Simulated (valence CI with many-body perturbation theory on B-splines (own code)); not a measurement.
## Basis-set convergence for Ir⁶²⁺

Calculated by configuration interaction combined with many-body perturbation theory (CI+MBPT): five valence electrons over a frozen Dirac-Fock core [Ne], radial functions for each j: 9 s, 9 p, 8 d, 6 f, 3 g, 1 h, with the one-electron correlation potential Σ1, the two-electron term Σ2, the three-electron term Σ3, Breit, model QED; selected CI, second order for the rest, scaled by the run's own slope (own B-spline code, finite nucleus).

No measured spectrum was set against this ion. As an estimate, large intervals hold to a few tenths of a per cent, small ones and those within an open d or f shell to about a per cent. Among the levels kept, up to 1100 cm⁻¹ of a level comes from second order outside the variational space, and about a tenth of that is noise between levels of different J, which matters for small intervals.

The reference run has the lowest level (3s^2 3p1/2^2 3p3/2) J=3/2 and an ionisation energy of 6711.22 eV. Its largest variational space holds 20000 state functions.

Levels are named by their leading jj configuration (3d3/2^4 stands for four electrons in 3d with j = 3/2), which in mixed levels can hold well under half, so a name can repeat and another be missing. Letters in brackets count levels of one name in rising energy.

Changed runs:
A. basis 6 s, 6 p, 5 d, 3 f, 1 g
B. basis 5 s, 5 p, 4 d, 2 f

Excitation energies of the reference run in cm⁻¹, and shifts in cm⁻¹:

```tsv
Level	Reference	A	B
(3s^2 3p1/2^2 3d3/2) J=3/2	1949790	+240	+681
(3s^2 3p1/2^2 3d5/2) J=5/2	2852500	+335	+948
(3s^2 3p1/2 3p3/2^2) J=3/2	3351320	-142	-449
(3s^2 3p1/2 3p3/2^2) J=5/2	3450450	+22	+97
(3s^2 3p1/2 3p3/2^2) J=1/2	3581220	+38	+223
(3s 3p1/2^2 3p3/2^2) J=5/2	4851550	-164	-450
(3s 3p1/2^2 3p3/2^2) J=3/2	5099390	-57	-195
(3s 3p1/2^2 3p3/2^2) J=1/2	5120400	-57	-51
(3s^2 3p1/2 3p3/2 3d3/2) J=5/2 [a]	5277760	+108	+195
(3s^2 3p1/2 3p3/2 3d3/2) J=1/2 [a]	5306650	+13	-40
(3s^2 3p1/2 3p3/2 3d3/2) J=3/2 [a]	5310060	+68	+141
(3s^2 3p1/2 3p3/2 3d3/2) J=7/2	5381850	+320	+990
Ionisation energy (eV)	6711.22	-0.041	-0.15
```
